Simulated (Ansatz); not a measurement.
One change: `[GeH3][SiH2][SiH2][SiH2][GeH3]` becomes `[GeH3][SiH2][SiH2][SiH2][GeH2][GeH3]`.

Ansatz, PBE0-D4/def2-TZVP geometries, multiplicity 1. Each molecule was computed in one conformer, which needn't be the lowest.

Scalar relativity is left out up to krypton.

```tsv
property	`[GeH3][SiH2][SiH2][SiH2][GeH3]`
size of the dipole moment (PBE/def2-TZVPP) / D	0.17
size of the dipole moment (ωB97M-V/def2-TZVPP) / D	0.26
HOMO energy (PBE/def2-TZVPP) / eV	-6.86
HOMO–LUMO gap (PBE0/def2-TZVPP) / eV	7.47
HOMO–LUMO gap (B3LYP/def2-TZVPP) / eV	7.10
LUMO energy (B3LYP/def2-TZVPP) / eV	-0.57
```

Problem. Give the same properties after the change, and the shifts. (Estimate.)

Solution. Computed: 
| property | `[GeH3][SiH2][SiH2][SiH2][GeH2][GeH3]` | shift |
| --- | --- | --- |
| size of the dipole moment (PBE/def2-TZVPP) / D | 0.14 | -0.03 |
| size of the dipole moment (ωB97M-V/def2-TZVPP) / D | 0.22 | -0.04 |
| HOMO energy (PBE/def2-TZVPP) / eV | -6.76 | 0.10 |
| HOMO–LUMO gap (PBE0/def2-TZVPP) / eV | 7.20 | -0.27 |
| HOMO–LUMO gap (B3LYP/def2-TZVPP) / eV | 6.87 | -0.23 |
| LUMO energy (B3LYP/def2-TZVPP) / eV | -0.69 | -0.12 |

With PBE0 the HOMO rises by 0.12 eV and the LUMO falls by 0.15 eV, so the gap narrows by about 0.27 eV. PBE moves the HOMO by 0.10 eV and ωB97M-V by 0.14 eV. Dipoles are sizes alone; their direction can turn.

B3LYP here is the variant with VWN-RPA as its local correlation; programs differ in this.
